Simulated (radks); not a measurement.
Values are calculated unless marked as measured or tabulated.
Ionisation ladder of zinc, from Zn I to Zn XXII. Each ion is in the ground configuration listed by NIST, and IE = E(next ion) - E(this ion). Level of theory: scalar-relativistic Kohn-Sham, PBE, spin-unpolarised, spherical densities, point nucleus (a radial shooting solver on a logarithmic mesh with Libxc functionals).

| species | configuration | IE, Delta-SCF (eV) | -e(HOMO) (eV) | HOMO | <r> HOMO (bohr) |
|---|---|---|---|---|---|
| Zn I | [Ar] 3d10 4s2 | 9.889 | 5.979 | 4s | 2.65 |
| Zn II | [Ar] 3d10 4s1 | 18.443 | 13.998 | 4s | 2.40 |
| Zn III | [Ar] 3d10 | 40.534 | 30.856 | 3d | 0.880 |
| Zn IV | [Ar] 3d9 | 61.814 | 50.718 | 3d | 0.820 |
| Zn V | [Ar] 3d8 | 85.675 | 73.349 | 3d | 0.773 |
| Zn VI | [Ar] 3d7 | 111.83 | 98.398 | 3d | 0.735 |
| Zn VII | [Ar] 3d6 | ? | 125.64 | 3d | 0.702 |
| Zn VIII | [Ar] 3d5 | 170.32 | 154.90 | 3d | 0.674 |
| Zn IX | [Ar] 3d4 | ? | 186.07 | 3d | 0.649 |
| Zn X | [Ar] 3d3 | 236.27 | 219.07 | 3d | 0.626 |
| Zn XI | [Ar] 3d2 | ? | 253.80 | 3d | 0.606 |
| Zn XII | [Ar] 3d1 | 309.07 | 290.21 | 3d | 0.588 |
| Zn XIII | [Ar] | 419.82 | 401.50 | 3p | 0.605 |
| Zn XIV | [Ne] 3s2 3p5 | 457.14 | 438.42 | 3p | 0.596 |
| Zn XV | [Ne] 3s2 3p4 | 495.23 | 476.15 | 3p | 0.586 |
| Zn XVI | [Ne] 3s2 3p3 | 534.03 | 514.60 | 3p | 0.577 |
| Zn XVII | [Ne] 3s2 3p2 | 573.44 | 553.72 | 3p | 0.569 |
| Zn XVIII | [Ne] 3s2 3p1 | 613.33 | 593.40 | 3p | 0.560 |
| Zn XIX | [Ne] 3s2 | ? | 679.59 | 3s | 0.563 |
| Zn XX | [Ne] 3s1 | 738.28 | 718.63 | 3s | 0.557 |
| Zn XXI | [Ne] | 1856.6 | 1798.5 | 2p | 0.194 |
| Zn XXII | [He] 2s2 2p5 | 1975.2 | 1915.8 | 2p | 0.191 |

Estimate the withheld Delta-SCF values.

Answer. Zn VII: 140.09 eV (NIST 134); Zn IX: 202.40 eV (NIST 203); Zn XI: 271.84 eV (NIST 274.4); Zn XIX: 699.05 eV (NIST 698).

Beside tabulated values, note that spin-unpolarised runs miss the spin-polarisation part of the exchange energy of open shells.
